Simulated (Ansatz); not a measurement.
`O[C]1=[N][Al]1[OH]` → Al• + C• + 2 H• + N• + 2 O•  (atomization)

Program: Ansatz. Geometries: PBE0-D4/def2-TZVP. ΔE: electronic, gas phase. CBS: MP2 limit from def2 TZ/QZ plus the TZ coupled-cluster correction, frozen cores. This one scheme is used for every species, atoms too. DFT in def2-TZVPP. B3LYP here is the variant with VWN-RPA as its local correlation; programs differ in this. HSE06 is defined as in plane-wave codes. Open shells (•) are unrestricted, without spin–orbit coupling. Spin–orbit coupling would lower the free atoms: a little for Al, C, O. One conformer a species, not always the lowest.

| level | ΔE (eV) | difference from CCSD(T)/CBS |
| --- | --- | --- |
| LDA (SPW92) | 34.30 | 5.67 |
| PBE-D4 | 29.88 | 1.25 |
| revPBE-D4 | 28.73 | 0.10 |
| BLYP-D4 | 28.97 | 0.34 |
| r2SCAN-D4 | 28.75 | 0.12 |
| B97M-V | 28.64 | 0.01 |
| r2SCANh-D4 | 28.29 | -0.34 |
| r2SCAN0-D4 | 27.64 | -0.99 |
| HSE06-D4 | 28.58 | -0.05 |
| BHLYP-D4 | 26.69 | -1.94 |
| CAM-B3LYP-D4 | 28.65 | 0.02 |
| ωB97X-V | 28.66 | 0.03 |
| ωB97M-V | 28.75 | 0.12 |
| B2PLYP | 28.30 | -0.33 |
| PBE-QIDH | 28.17 | -0.46 |
| PBE | 29.75 | 1.12 |
| revPBE | 28.34 | -0.29 |
| BLYP | 28.69 | 0.06 |
| r2SCAN | 28.72 | 0.09 |
| PBE0 | 28.43 | -0.20 |
| B3LYP | 28.25 | -0.38 |
| r2SCANh | 28.26 | -0.37 |
| r2SCAN0 | 27.60 | -1.03 |
| HSE06 | 28.48 | -0.15 |
| BHLYP | 26.53 | -2.10 |
| CAM-B3LYP | 28.54 | -0.09 |
| MP2/def2-SVP | 27.43 | -1.20 |
| CCSD/def2-SVP | 25.70 | -2.93 |
| CCSD(T)/def2-SVP | 26.24 | -2.39 |
| HF/def2-TZVPP | 17.62 | -11.01 |
| MP2/def2-TZVPP | 28.88 | 0.25 |
| SCS-MP2/def2-TZVPP | 28.33 | -0.30 |
| CCSD/def2-TZVPP | 26.70 | -1.93 |
| CCSD(T)/def2-TZVPP | 27.50 | -1.13 |
| HF/def2-QZVPP | 17.70 | -10.93 |
| MP2/def2-QZVPP | 29.56 | 0.93 |
| SCS-MP2/def2-QZVPP | 29.09 | 0.46 |
| HF/CBS(def2) | 17.71 | -10.92 |
| MP2/CBS(def2) | 30.01 | 1.38 |
| CCSD/CBS(def2) | 27.83 | -0.80 |
| CCSD(T)/CBS | 28.63 | 0 |

Largest T1 diagnostic among the species: 0.018.

From BLYP to BHLYP (50 % exact exchange), in def2-TZVPP and without D4, ΔE moves by −2.16 eV: exact exchange takes away binding that semilocal exchange gives to molecules. The D4 term adds +0.21 eV with B3LYP and +0.11 eV with PBE0; it sums over pairs of atoms, weighted by their polarisabilities, and B3LYP, whose exchange is more repulsive, gets the larger term. At CCSD(T), def2-SVP lies −2.38 eV from the extrapolated value and def2-TZVPP −1.13 eV: correlation converges slowly with the basis, and small sets miss more of it in the bonded molecule than in its fragments.

For atomizations the MP2-based limit and the directly extrapolated one differ by several kJ/mol either way, and by 10 to 25 for some Ge, Se and Sn compounds, so smaller differences from it don't rank the levels.
